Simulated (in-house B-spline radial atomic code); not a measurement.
What moves the levels of Sn IX (Sn8+) ([Kr] 4d6)? Computed with a radial B-spline atomic code at the basis-set limit: Dirac-Hartree-Fock, average of configuration, Fermi nucleus of rms radius 4.6519 fm.

Baseline run (computed): total energy -6157.3647 hartree, 1s1/2 at -1084.47 hartree, 4d5/2 at -159.64 eV with <r> = 0.9618 bohr.

Scaling the speed of light c (a factor of 100 is close to the non-relativistic limit):

```
c/c0  ΔE (hartree)  4d5/2 level (eV)  4d5/2 <r> (bohr)
0.95       -17.853           -159.43            0.9626
0.98       -6.7814          -159.557            0.9621
1.02        6.3503          -159.709            0.9615
   3        137.29          -161.287            0.9553
 100        153.34           -161.49            0.9545
```

Changing the nucleus:

| nucleus | ΔE (eV) |
| --- | --- |
| Gaussian nucleus of rms radius 4.6519 fm | -0.0146 |
| uniform spherical nucleus of rms radius 4.6519 fm | 0.0054 |
| Gaussian nucleus of rms radius 0.01 fm | -4.39 |
| Fermi nucleus of rms radius 4.5589 fm | -0.162 |
| Fermi nucleus of rms radius 4.7449 fm | 0.164 |

A larger nucleus binds the electrons less, roughly as the density at the nucleus times the change of the nuclear <r²>. At equal rms radius the shape enters only through higher moments. A radius of 0.01 fm is nearly a point.
